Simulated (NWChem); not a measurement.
System: CH4OSSe; SMILES CS[Se]O

```xyz
8

Se     0.3713    -0.7815    -0.1777
O     -1.2440    -1.5260     0.3188
H     -1.1140    -1.8087     1.2478
S      0.3062     1.2741     0.5771
C     -0.6542     2.1789    -0.6973
H     -0.1609     2.1122    -1.6852
H     -0.6871     3.2375    -0.3690
H     -1.6841     1.7795    -0.7522
```
Atoms are numbered in this order, from 1.

Program: NWChem. Medium grid unless said otherwise, to which SCAN and Minnesota functionals are sensitive. The geometry was optimised at PBE-D3(BJ)/def2-SVP.

Task: What does the run give for r2SCAN/def2-SVP? Quantities: highest occupied level (eV); orbital gap (eV); dipole (D).

Result: The highest occupied level (eV) is -5.76 and the orbital gap (eV) is 4.07. The dipole (D) is 0.77.
